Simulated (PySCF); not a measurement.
PySCF 2.14 output of a UHF calculation on a single atom or ion in 6-31G*, with no relativity, point nucleus:

```
SCF conv_tol = 1e-09
number electrons alpha = 9  beta = 8
cycle= 1 E= -526.233068067474  delta_E= -0.00388  |g|= 0.0253  |ddm|= 0.0467
cycle= 2 E= -526.23340853101  delta_E= -0.00034  |g|= 0.0077  |ddm|= 0.0146
cycle= 3 E= -526.233445051534  delta_E= -3.65e-05  |g|= 0.000479  |ddm|= 0.00723
cycle= 4 E= -526.233445307906  delta_E= -2.56e-07  |g|= 6.28e-05  |ddm|= 0.00122
cycle= 5 E= -526.233445311976  delta_E= -4.07e-09  |g|= 1.64e-05  |ddm|= 0.000145
cycle= 6 E= -526.233445312266  delta_E= -2.9e-10  |g|= 1.36e-06  |ddm|= 4.51e-05
converged SCF energy = -526.233445312266  <S^2> = 0.75510985  2S+1 = 2.0051033
```

The run itself started from symmetry-adapted Hartree-Fock orbitals and held the occupation by maximum overlap, so the iterations belong to that start.

Which element, charge and spin multiplicity is this?

Ar⁺ (argon, charge +1), multiplicity 2; the state was [Ne] 3s2 3p5, 2P determinant.
